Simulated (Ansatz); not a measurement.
Ansatz results at the PBE0-D4/def2-TZVP geometry: HOMO–LUMO gap (B3LYP/def2-TZVPP) 6.75 eV; LUMO energy (B3LYP/def2-TZVPP) -1.35 eV; HOMO energy (ωB97M-V/def2-TZVPP) -10.53 eV.

Each molecule was computed in one conformer, which needn't be the lowest.

Question: Which molecule gave them?
A. `[SiH3]C#[C][GeH3]`
B. `F[Si](F)(Cl)[S][GeH2][Cl]`
C. `N[SiH2]C[Si](N)(F)F`
D. `N[Si@H](O)[Si@H](N)O`

Answer: B. The others give `N[SiH2]C[Si](N)(F)F`: 7.58, 0.10, -10.07; `N[Si@H](O)[Si@H](N)O`: 6.93, -0.24, -9.49; `[SiH3]C#[C][GeH3]`: 7.21, -0.63, -10.29.

B3LYP here is the variant with VWN-RPA as its local correlation; programs differ in this.
